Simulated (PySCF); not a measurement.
## Excitation energy of Be+ by level of theory

Be+ [He] 2s1 (2S) → Be+ [He] 2p1 (2P), as a difference of total energies. Computed with PySCF 2.14 in def2-TZVPPD (5s4p1d, 22 functions), with the non-relativistic Hamiltonian (point nucleus). Correlated levels: valence and next inner shell: nothing frozen. The calculations carry no spin-orbit coupling.

```
                                method  excitation energy (cm⁻¹)
                                   UHF                     32412
    MP2 (valence and next inner shell)                     32412
SCS-MP2 (valence and next inner shell)                     32453
   CCSD (valence and next inner shell)                     32406
CCSD(T) (valence and next inner shell)                     32407
  CCSDT (valence and next inner shell)                     32407
    FCI (valence and next inner shell)                     32407
```

Errors of the correlated levels include the incompleteness of this basis.

For comparison: 31933 cm⁻¹ (measured; NIST levels, between the centres of gravity of the two terms).
